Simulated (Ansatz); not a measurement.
Ideal-gas functions of C₂H₄OSi (`C=C1O[SiH2]1`) at 600 K and 1 bar, from an Ansatz frequency run at PBE0-D4/def2-TZVP.

Molar mass 72.14 g/mol, point group Cs (symmetry number 1), electronic degeneracy 1, moments of inertia 27.216, 109.232, 130.315 u Å². Harmonic wavenumbers (cm⁻¹, unscaled): 292, 333, 562, 634, 658, 698, 738, 782, 850, 925, 983, 1125, 1413, 1770, 2266, 2284, 3166, 3267.

Use S(trans) = R[1.5 ln M + 2.5 ln T − 1.1517]; rotational temperatures θ = 24.2544 K / I; S(rot) = R[ln(√π/σ · √(T³/θAθBθC)) + 1.5]; for each mode x = 1.438777 ν̃/T, S = R[x/(eˣ − 1) − ln(1 − e⁻ˣ)] and H = RT x/(eˣ − 1); 1 cm⁻¹ = 0.0119627 kJ/mol; R = 8.31446 J/(mol·K).

Question: By hand: the entropy, in J/(mol·K).

Answer: Translation 176.8. Rotation: θ = 0.8912, 0.222, 0.1861 K, giving 110.7. Vibration, mode by mode: 11.45, 10.40, 6.44, 5.59, 5.33, 4.94, 4.58, 4.21, 3.70, 3.21, 2.88, 2.20, 1.27, 0.63, 0.23, 0.23, 0.04, 0.03, in all 67.3. Electronic 0.0. Sum 354.8 J/(mol·K).

Question: By hand: H − E and G − E in kJ/mol, counted from the electronic energy.

Answer: Zero-point energy ½ × 22746 × 0.0119627 = 136.1; thermal vibration 24.9; translation, rotation and pV give 4 RT = 20.0. H − E = 181.0 kJ/mol, and G − E = 181.0 − 600 × 354.8/1000 = -31.9 kJ/mol.

Vibration gives 19 % of the entropy.
